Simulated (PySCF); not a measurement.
Structure problem from calculated spectra and properties.

Formula: C6H7NO.

| Property | Result |
| --- | --- |
| Dipole | 2.15 D [PBE0/def2-SVPD] |
| 1H NMR | chemical shifts (computed TMS as zero) by class: 8.54 (1 H), 6.92 (1 H), 6.33 (1 H), 4.47 (1 H), 2.71 (3 H) ppm [GIAO PBE0/pcSseg-1] |
| Polarisability | 79.9 au [PBE0/def2-SVPD] |
| Triplet | lowest triplet excitation (Tamm–Dancoff): 4.22 eV [TDA PBE0/def2-SVPD] |
| Rotational structure | rotational constants A, B, C: 3.943, 1.826, 1.257 GHz [GFN2-xTB] |
| 13C NMR | chemical shifts (computed TMS as zero) by class: 169.9 (1 C), 166.1 (1 C), 155.7 (1 C), 113.4 (1 C), 111.0 (1 C), 27.3 (1 C) ppm [GIAO PBE0/pcSseg-1] |
| NMR, other nuclei | isotropic shieldings of nuclei other than C and H, by class: -67 (1 N), 204 (1 O) ppm [GIAO PBE0/pcSseg-1] |
| UV, first state | lowest singlet excitation: 5.09 eV (243 nm, f = 0.000) [TDDFT PBE0/def2-SVPD] |

Electronic properties: PySCF, gas phase, density fitting. Levels stand in brackets. The structure is a single GFN2-xTB conformer in the gas phase; no vibrational or solvent corrections. NMR values are class means; diastereotopic atoms form classes of their own.

Question: Propose a structure and show how it fits.

Answer: Numbering: `[CH3:1][c:2]1[cH:3][c:4]([OH:5])[cH:6][cH:7][n:8]1`. Its formula, C6H7NO, gives 4 degrees of unsaturation: 1 ring and 3 π bonds in the structure found (Kekulé form). 6 carbons fall into 6 classes; from least to most shielded: aromatic carbon bearing oxygen [C4] (169.9 ppm), substituted aromatic carbon [C2] (166.1 ppm), aromatic CH next to a ring nitrogen [C7] (155.7 ppm), aromatic CH carbon [C3] (113.4 ppm), aromatic CH carbon [C6] (111.0 ppm), benzylic-type carbon [C1] (27.3 ppm). Hydrogen classes from least to most shielded: 1 H on an aromatic CH next to a ring nitrogen, C7 (8.54 ppm), 1 H on an aromatic CH carbon, C3 (6.92 ppm), 1 H on an aromatic CH carbon, C6 (6.33 ppm), 1 H on a phenol-type oxygen, O5 (4.47 ppm), 3 H on a benzylic-type carbon, C1 (2.71 ppm). The other shieldings belong to: -67 ppm, pyridine-type nitrogen [N8]; 204 ppm, phenol-type oxygen [O5]. S1 is mainly HOMO→LUMO (weight 0.99); the largest Löwdin shares of the orbital it empties are 0.62 on the pyridine-type nitrogen, 0.10 on the aromatic CH next to a ring nitrogen, 0.09 on the substituted aromatic carbon and 0.04 on an aromatic CH carbon, of the orbital it fills 0.22 on the aromatic CH next to a ring nitrogen, 0.18 on an aromatic CH carbon, 0.15 on an aromatic CH carbon and 0.13 on the substituted aromatic carbon. The optimised geometry has point group Cs and is an asymmetric top. Structure: 4-hydroxy-2-methylpyridine (`Cc1cc(O)ccn1`). Computed isomers that give other values at the same levels: `O=CNC1=CCC=C1` (13C chemical shifts (computed TMS as zero) by class: 158.1 (1 C), 149.4 (1 C), 143.7 (1 C), 138.6 (1 C), 113.8 (1 C), 41.6 (1 C) ppm); `COc1ccccn1` (13C chemical shifts (computed TMS as zero) by class: 171.7 (1 C), 154.0 (1 C), 144.0 (1 C), 120.1 (1 C), 115.5 (1 C), 55.8 (1 C) ppm); `Cc1cc[n+]([O-])cc1` (13C chemical shifts (computed TMS as zero) by class: 144.0 (2 C), 134.3 (1 C), 133.0 (2 C), 22.3 (1 C) ppm). The assignments are read from this structure; whether some other isomer fits the data as well wasn't checked.

Conformer computed: `[CH3:1][c:2]1[cH:3][c:4]([OH:5])[cH:6][cH:7][n:8]1`: H–O5–C4–C3 180°.
